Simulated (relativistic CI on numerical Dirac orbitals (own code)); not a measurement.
# What each ingredient does to the levels of Rb¹⁰⁺

Base calculation: Dirac-Coulomb-Breit CI, KLI orbitals optimised for each configuration, a model potential for QED, unscaled Slater integrals.

Configuration list (outside the closed core [Ne]): 3s²3p⁶3d⁹, 3s²3p⁵3d¹⁰, 3s3p⁶3d¹⁰, 3s²3p⁶3d⁸4s, 3s²3p⁶3d⁸4p, 3s²3p⁶3d⁸4d, 3s²3p⁶3d⁷4s², 3s²3p⁶3d⁷4s4p, 3s²3p⁶3d⁸4f, 3s²3p⁶3d⁸5s, 3s²3p⁶3d⁷4p², 3s²3p⁶3d⁸5p, 3s²3p⁶3d⁷4s4d, 3s²3p⁶3d⁸5d, 3s²3p⁶3d⁷4p4d, 3s²3p⁵3d⁹4s, 3s²3p⁶3d⁸5f, 3s²3p⁶3d⁸6s, 3s²3p⁶3d⁸5g, 3s²3p⁶3d⁸6p, 3s²3p⁵3d⁹4p, 3s²3p⁶3d⁸6d, 3s²3p⁶3d⁷4d², 3s²3p⁵3d⁸4s², 3s²3p⁴3d¹⁰4s, 3s²3p⁵3d⁸4s4p, 3s²3p⁴3d¹⁰4p, 3s²3p⁵3d⁹4d, 3s²3p⁵3d⁸4p², 3s²3p⁵3d⁸4s4d, 3s3p⁶3d⁹4s, 3s²3p⁴3d¹⁰4d, 3s3p⁶3d⁸4s², 3s3p⁵3d¹⁰4s, 3s²3p⁵3d⁸4p4d, 3s²3p⁵3d⁹4f. Levels of other configurations are missing.

Variants: (1) valence Slater integrals scaled by 0.9; (2) one mean potential for all configurations. Shifts of the energy above 3s²3p⁶3d⁹ ²D5/2, in cm⁻¹, for the lowest level and the first level of each name with at least 55 % of one term (blank where a level changes its place among those of its configuration and J or its character, or is not in the variant):

| Level | Base | Δ(1) | Δ(2) |
| --- | --- | --- | --- |
| 3s²3p⁶3d⁹ ²D5/2 | 0 | 0 | 0 |
| 3s²3p⁶3d⁹ ²D3/2 | 12310 | -22 | +23 |
| 3s²3p⁶3d⁸4s ⁴F9/2 | 937769 | +2076 | +8644 |
| 3s²3p⁶3d⁸4s ⁴F7/2 | 943404 | +1771 | +8670 |
| 3s²3p⁶3d⁸4s ⁴F5/2 | 950449 | +1974 | +8836 |
| 3s²3p⁶3d⁸4s ⁴F3/2 | 953765 | +1765 | +8839 |
| 3s²3p⁶3d⁸4s ²F7/2 | 954747 | +1098 | +8686 |
| 3s²3p⁶3d⁸4s ²F5/2 | 962467 | +426 | +8647 |
| 3s²3p⁶3d⁸4s ⁴P5/2 | 974836 | -714 | +8553 |
| 3s²3p⁶3d⁸4s ²D3/2 | 977398 | -939 | +8534 |
| 3s²3p⁶3d⁸4s ⁴P1/2 | 985901 | -1395 | +8588 |
| 3s²3p⁶3d⁸4s ⁴P3/2 | 986236 | -1189 | +8641 |
| 3s²3p⁶3d⁸4s ²P3/2 | 996288 | -2331 | +8579 |
| 3s²3p⁶3d⁸4s ²P1/2 | 997939 | -2764 | +8511 |
| 3s²3p⁶3d⁸4s ²G9/2 | 1002511 | -3470 | +8345 |
| 3s²3p⁶3d⁸4s ²G7/2 | 1002606 | -3463 | +8349 |
| 3s²3p⁵3d¹⁰ ²P°3/2 | 1054848 | +819 | +1028 |
| 3s²3p⁶3d⁸4s ²S1/2 | 1069480 | -8577 | +8080 |
| 3s²3p⁶3d⁸4p ⁴D°7/2 | 1108971 | +2757 | +9960 |
| 3s²3p⁶3d⁸4p ⁴D°5/2 | 1120444 | +2764 | +10115 |
| 3s²3p⁶3d⁸4p ⁴G°7/2 | 1124801 | +1963 | +10202 |
| 3s²3p⁵3d¹⁰ ²P°1/2 | 1126353 | +1337 | +1230 |

At this charge energies of transitions that change n are usually good to better than 1 %, and those within a shell (Δn = 0) to a few per cent.

Ionisation energy from the two ground configurations alone: base 313.079 eV; valence Slater integrals scaled by 0.9 313.387 eV. The NIST ASD value (theoretical) is 313.1 eV.

LS names give the leading component of a level, which can be under half, so a name can repeat, a term be missing and a line seem to break the LS rules.
